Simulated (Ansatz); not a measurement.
Ideal-gas functions of CH4O2Zn (`C[O][Zn][OH]`) at 400 K and 1 bar, from an Ansatz frequency run at PBE0-D4/def2-TZVP.

Molar mass 113.43 g/mol, point group C1 (symmetry number 1), electronic degeneracy 1, moments of inertia 11.766, 210.34, 217.512 u Å². Harmonic wavenumbers (cm⁻¹, unscaled): 84, 101, 119, 169, 243, 558, 723, 786, 1140, 1173, 1198, 1480, 1494, 1495, 2982, 3032, 3066, 3909.

Use S(trans) = R[1.5 ln M + 2.5 ln T − 1.1517]; rotational temperatures θ = 24.2544 K / I; S(rot) = R[ln(√π/σ · √(T³/θAθBθC)) + 1.5]; for each mode x = 1.438777 ν̃/T, S = R[x/(eˣ − 1) − ln(1 − e⁻ˣ)] and H = RT x/(eˣ − 1); 1 cm⁻¹ = 0.0119627 kJ/mol; R = 8.31446 J/(mol·K).

Question: By hand: the entropy, in J/(mol·K).

Answer: Translation 174.0. Rotation: θ = 2.0614, 0.1153, 0.1115 K, giving 107.0. Vibration, mode by mode: 18.30, 16.78, 15.43, 12.58, 9.69, 3.79, 2.38, 1.99, 0.71, 0.65, 0.60, 0.26, 0.25, 0.25, 0.00, 0.00, 0.00, 0.00, in all 83.7. Electronic 0.0. Sum 364.7 J/(mol·K).

Question: By hand: H − E and G − E in kJ/mol, counted from the electronic energy.

Answer: Zero-point energy ½ × 23752 × 0.0119627 = 142.1; thermal vibration 16.0; translation, rotation and pV give 4 RT = 13.3. H − E = 171.4 kJ/mol, and G − E = 171.4 − 400 × 364.7/1000 = 25.5 kJ/mol.

Vibration gives 23 % of the entropy, 50.5 J/(mol·K) of it from the modes under 150 cm⁻¹: soft modes count most, and the harmonic formula is weakest for them. The sum counts one conformer and one mirror image; others add a mixing term.
